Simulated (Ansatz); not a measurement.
The pair A = SiH4 (SMILES [SiH4]) (first 5 atoms), B = CH3I (SMILES CI); geometry from B3LYP-D3(BJ)/def2-TZVP.
(charge 0, multiplicity 1):
| atom | x (Å) | y (Å) | z (Å) |
|---|---|---|---|
| Si | 0.1423 | 0.0449 | -0.0385 |
| H | 1.2893 | -0.8569 | 0.1958 |
| H | 0.2310 | 1.2199 | 0.8569 |
| H | -1.1263 | -0.6720 | 0.2198 |
| H | 0.1563 | 0.5088 | -1.4461 |
| C | -1.9213 | 0.3552 | 3.3369 |
| I | -0.2724 | -0.9502 | 3.8088 |
| H | -2.5036 | -0.1297 | 2.5623 |
| H | -2.4979 | 0.4907 | 4.2444 |
| H | -1.5005 | 1.2908 | 2.9875 |

Correlated levels freeze the cores. Filled d and f shells under p-block atoms count as core. MP2 and its Hartree–Fock in def2-QZVPPD, def2-TZVPPD are density fitted.

Codes used: Ansatz (an electronic-structure program).  In def2 rows elements past Kr take small-core potentials, without spin–orbit coupling.

The counterpoise-corrected interaction energy is E(AB) − E(A in the pair's basis) − E(B in the pair's basis). Total energies (hartree):

```tsv
level	AB	A in the pair's basis	B in the pair's basis
HF/def2-TZVPPD	-627.5470298	-291.2586199	-336.2901772
MP2/def2-TZVPPD	-628.0206388	-291.4028618	-336.6154055
HF/def2-QZVPPD	-627.5593304	-291.2678932	-336.2931893
MP2/def2-QZVPPD	-628.0710279	-291.4211467	-336.6471381
CCSD(T)/def2-TZVPPD	-628.0969538	-291.4365028	-336.6583096
```

Question: Work out the counterpoise-corrected interaction energy at the basis-set limit: extrapolate the MP2 correlation part as X⁻³, take Hartree–Fock from the larger set, and add the CCSD(T) − MP2 difference of def2-TZVPPD.

Answer: 
1. Differences (1 hartree = 627.509 kcal/mol): HF/def2-TZVPPD 1.109; MP2/def2-TZVPPD -1.488; HF/def2-QZVPPD 1.099; MP2/def2-QZVPPD -1.721; CCSD(T)/def2-TZVPPD -1.344.
2. Correlation parts, MP2 less HF: -2.597 in def2-TZVPPD (X = 3), -2.821 in def2-QZVPPD (X = 4).
3. Limit (4³·(-2.821) − 3³·(-2.597))/(4³ − 3³) = -2.984; with HF/def2-QZVPPD it gives -1.884.
4. CCSD(T) less MP2 in def2-TZVPPD: 0.144.
Result: -1.74 kcal/mol, against -1.49 at MP2/def2-TZVPPD. It is an estimate of this method's limit, not of the exact value.
